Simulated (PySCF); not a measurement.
## Name the molecule from its bond curve

A diatomic of charge 0 contains As. Its doublet curve at ωB97M-V in a triple-zeta basis (no relativity, PySCF), in eV from the separated fragments:

```csv
R (Å),E (eV)
1.871,-2.197
1.958,-2.918
2.045,-3.302
2.111,-3.425
2.176,-3.441
2.241,-3.374
2.328,-3.189
2.437,-2.856
2.568,-2.423
2.742,-1.902
```

The fit gives ωe = 532 cm⁻¹ and the rotational constant Bₑ = 0.1784 cm⁻¹.

Which atom is the partner?

The minimum lies at 2.154 Å, so the reduced mass is 16.8576 u Å² cm⁻¹/(Bₑ·Re²) = 20.37 u. With As at 74.92 u the partner weighs about 28.0 u: Si. The molecule is SiAs.

Spin–orbit coupling is left out. The state was picked by a PBE0 search and need not be the measured ground state.
